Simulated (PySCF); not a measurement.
```xyz
7
charge 0 multiplicity 1, angstrom
As    0.0000    0.0000    0.3609
O     1.5192   -0.0322   -0.5563
O    -0.7317    1.3318   -0.5563
O    -0.7875   -1.2996   -0.5563
H     2.1496   -0.6286   -0.1333
H    -0.5304    2.1759   -0.1333
H    -1.6192   -1.5473   -0.1333
```

Method: PySCF, PBE0, basis As def2-SVP, O def2-SVP, H def2-SVP (no relativity, density fitting).

This geometry of As(OH)3 is a stationary point at this level.

**Question.** What is the point group?

**Answer.** C3.

**Question.** Is it a minimum?

**Answer.** Yes: all harmonic wavenumbers are real.

**Question.** Give the atomic charges and bond orders.

**Answer.** 
| atom | Mulliken | Löwdin | polar tensor | Mayer order to As1 |
| --- | --- | --- | --- | --- |
| As1 | 0.74 | 0.54 | 1.37 | – |
| O2,3,4 | -0.44 | -0.25 | -0.74 | 1.03 |
| H5,6,7 | 0.19 | 0.07 | 0.28 | 0.03 |
Other Mayer orders above 0.3: O–H 0.96 (×3).

**Question.** What is the atomisation energy, with and without zero-point energy?

**Answer.** 2303 kJ/mol without, 2195 kJ/mol with.

Only a few start shapes were tried, so a lower isomer may exist. At this level a singlet minimum of C1 symmetry lies 21 kJ/mol below this structure.
